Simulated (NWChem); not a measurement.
System: GeHSBr, singlet; SMILES [SH][Ge][Br]

Input file for NWChem:

```
start job
memory heap 200 mb stack 900 mb global 1100 mb
geometry units angstroms noautoz
  Ge     0.816327    -0.619150     0.000000
  Br    -0.259342     1.470559     0.000000
  S     -1.051786    -1.850299     0.000000
  H     -0.370599    -3.021045     0.000000
end
basis spherical
  * library cc-pvdz
end
dft
  xc pbe0
  iterations 150
  mulliken
end
task dft energy
```

Output (shortened):

```
             Northwest Computational Chemistry Package (NWChem) 7.3.0
             --------------------------------------------------------

 CS  symmetry detected

                             Geometry "geometry" -> ""
                             -------------------------

 Output coordinates in angstroms (scale by  1.889725989 to convert to a.u.)

  No.       Tag          Charge          X              Y              Z
 ---- ---------------- ---------- -------------- -------------- --------------
    1 Ge                  32.0000     0.80532944    -0.62451486     0.00000000
    2 Br                  35.0000    -0.22660122     1.48713535     0.00000000
    3 S                   16.0000    -1.08800971    -1.81650518     0.00000000
    4 H                    1.0000    -0.43134386    -3.00117893     0.00000000

 Effective nuclear repulsion energy (a.u.)     476.7629642958

      Symmetry information
      --------------------

 Group name             Cs
 Group number              2
 Group order               2
 No. of unique centers     4

                                 NWChem DFT Module
                                 -----------------

 Summary of "ao basis" -> "ao basis" (spherical)
 ------------------------------------------------------------------------------
       Tag                 Description            Shells   Functions and Types
 ---------------- ------------------------------  ------  ---------------------
 Ge                         cc-pvdz                 11       27   5s4p2d
 Br                         cc-pvdz                 11       27   5s4p2d
 S                          cc-pvdz                  8       18   4s3p1d
 H                          cc-pvdz                  3        5   2s1p

      Symmetry analysis of basis
      --------------------------

        a'         55
        a"         22

            General Information
            -------------------
          SCF calculation type: DFT
          Wavefunction type:  closed shell.
          No. of atoms     :     4
          No. of electrons :    84
           Alpha electrons :    42
            Beta electrons :    42
          Charge           :     0
          Spin multiplicity:     1
          Use of symmetry is: on ; symmetry adaption is: on
          Maximum number of iterations: 150
          AO basis - number of functions:    77
                     number of shells:    33
          Convergence on energy requested:  1.00D-06
          Convergence on density requested:  1.00D-05
          Convergence on gradient requested:  5.00D-04

              XC Information
              --------------
                         PBE0 Method XC Functional
                     Hartree-Fock (Exact) Exchange  0.250
          PerdewBurkeErnzerhof Exchange Functional  0.750
            Perdew 1991 LDA Correlation Functional  1.000 local
           PerdewBurkeErnz. Correlation Functional  1.000 non-local

             Grid Information
             ----------------
          Grid used for XC integration:  medium
          Radial quadrature: Mura-Knowles
          Angular quadrature: Lebedev.
          Tag              B.-S. Rad. Rad. Pts. Rad. Cut. Ang. Pts.
          ---              ---------- --------- --------- ---------
          Ge                  1.25      112           9.0       590
          Br                  1.15      112          12.0       590
          S                   1.00       88          10.0       590
          H                   0.35       45          11.0       434
          Grid pruning is: on
          Number of quadrature shells:   357
          Spatial weights used:  Erf1

      Superposition of Atomic Density Guess
      -------------------------------------

 Sum of atomic energies:       -5045.62615975

      Non-variational initial energy
      ------------------------------

 Total energy =   -5046.034854
 1-e energy   =   -7977.749310
 2-e energy   =    2454.951491
 HOMO         =      -0.257571
 LUMO         =      -0.041831

      Symmetry analysis of molecular orbitals - initial
      -------------------------------------------------

  Numbering of irreducible representations:

     1 a'          2 a"

  Orbital symmetries:

     1 a'          2 a'          3 a'          4 a'          5 a'
     6 a'          7 a"          8 a'          9 a'         10 a'
    11 a"         12 a'         13 a'         14 a'         15 a'
    16 a"         17 a'         18 a'         19 a'         20 a"
    21 a'         22 a'         23 a"         24 a'         25 a'
    26 a"         27 a'         28 a"         29 a'         30 a'
    31 a'         32 a"         33 a"         34 a'         35 a'
    36 a'         37 a'         38 a'         39 a"         40 a'
    41 a"         42 a'         43 a"         44 a'         45 a'
    46 a'         47 a'         48 a'         49 a'         50 a'
    51 a"         52 a"

     ---------------------------------------------
      Total Density - Mulliken Population Analysis
     ---------------------------------------------

    Atom       Charge   Shell Charges
 -----------   ------   -------------------------------------------------------
    1 Ge  32    31.15   2.00  2.00  2.01  1.03  0.86  6.00  6.00  0.64  0.51  9.96  0.15
    2 Br  35    35.52   2.00  2.00  2.01  1.03  0.91  6.00  6.00  2.78  2.78  9.97  0.05
    3 S   16    16.54   2.00  2.01  0.93  0.89  6.00  2.42  2.26  0.03
    4 H    1     0.79   0.57  0.18  0.03

   convergence    iter        energy       DeltaE   RMS-Dens  Diis-err
 ---------------- ----- ----------------- --------- --------- ---------
 d= 0,ls=0.0,diis     1  -5049.2103348473 -5.53D+03  1.46D-02  3.89D-01
 d= 0,ls=0.0,diis     2  -5049.1606258421  4.97D-02  9.06D-03  5.92D-01
 d= 0,ls=0.0,diis     3  -5049.2677501741 -1.07D-01  1.78D-03  2.42D-02
 d= 0,ls=0.0,diis     4  -5049.2718080327 -4.06D-03  4.45D-04  8.92D-04
 d= 0,ls=0.0,diis     5  -5049.2719458447 -1.38D-04  1.71D-04  1.63D-04
  Resetting Diis
 d= 0,ls=0.0,diis     6  -5049.2719768999 -3.11D-05  2.88D-05  7.82D-06
 d= 0,ls=0.0,diis     7  -5049.2719781939 -1.29D-06  8.26D-06  1.52D-07
 d= 0,ls=0.0,diis     8  -5049.2719781959 -1.95D-09  4.44D-06  1.71D-07

         Total DFT energy =    -5049.271978195897
      One electron energy =    -7978.325077620776
           Coulomb energy =     2647.983111535475
    Exchange-Corr. energy =     -195.692976406375
 Nuclear repulsion energy =      476.762964295780

 Numeric. integr. density =       83.999996942000

                  Occupations of the irreducible representations
                  ----------------------------------------------

                     irrep           alpha         beta
                     --------     --------     --------
                     a'               31.0         31.0
                     a"               11.0         11.0

                       DFT Final Molecular Orbital Analysis
                       ------------------------------------

 Vector   40  Occ=2.000000D+00  E=-3.148368D-01  Symmetry=a'
              MO Center= -4.8D-02,  9.4D-01, -8.2D-16, r^2= 3.1D+00
   Bfn.  Coefficient  Atom+Function         Bfn.  Coefficient  Atom+Function
  ----- ------------  ---------------      ----- ------------  ---------------
    40      0.367712  2 Br py                43      0.360183  2 Br py
    39      0.320671  2 Br px                42      0.318587  2 Br px
     5      0.167983  1 Ge s                 12      0.151766  1 Ge px
     4      0.127248  1 Ge s                 58      0.122751  3 S  s
    15      0.109073  1 Ge px                62     -0.103311  3 S  px

 Vector   41  Occ=2.000000D+00  E=-2.914240D-01  Symmetry=a"
              MO Center= -7.4D-01, -8.2D-01,  1.5D-13, r^2= 3.9D+00
   Bfn.  Coefficient  Atom+Function         Bfn.  Coefficient  Atom+Function
  ----- ------------  ---------------      ----- ------------  ---------------
    64      0.449082  3 S  pz                67      0.438988  3 S  pz
    44     -0.317184  2 Br pz                41     -0.304228  2 Br pz
    14      0.072528  1 Ge pz                17      0.061875  1 Ge pz
    24     -0.047046  1 Ge d -1              19      0.033781  1 Ge d -1
    71     -0.029508  3 S  d  1              26      0.027253  1 Ge d  1

 Vector   42  Occ=2.000000D+00  E=-2.702400D-01  Symmetry=a'
              MO Center=  1.6D-01, -3.1D-01, -1.0D-15, r^2= 4.6D+00
   Bfn.  Coefficient  Atom+Function         Bfn.  Coefficient  Atom+Function
  ----- ------------  ---------------      ----- ------------  ---------------
     5      0.390259  1 Ge s                 42     -0.355793  2 Br px
    39     -0.329203  2 Br px                65     -0.290959  3 S  px
    62     -0.287930  3 S  px                12      0.269114  1 Ge px
     4      0.255557  1 Ge s                 15      0.154506  1 Ge px
    63     -0.127908  3 S  py                66     -0.107386  3 S  py

 Vector   43  Occ=0.000000D+00  E=-1.001026D-01  Symmetry=a"
              MO Center=  5.5D-01, -6.2D-01, -9.9D-14, r^2= 3.5D+00
   Bfn.  Coefficient  Atom+Function         Bfn.  Coefficient  Atom+Function
  ----- ------------  ---------------      ----- ------------  ---------------
    17      0.621492  1 Ge pz                14      0.480661  1 Ge pz
    67     -0.296803  3 S  pz                44     -0.238337  2 Br pz
    64     -0.211327  3 S  pz                41     -0.162380  2 Br pz
    51     -0.037808  2 Br d -1              71     -0.032125  3 S  d  1
    69      0.029445  3 S  d -1

[...]
```

Level: PBE0/cc-pVDZ. Low-valent species are run as closed-shell singlets; no triplet was tried in these runs. Geometry: optimised at PBE0/def2-SVP.
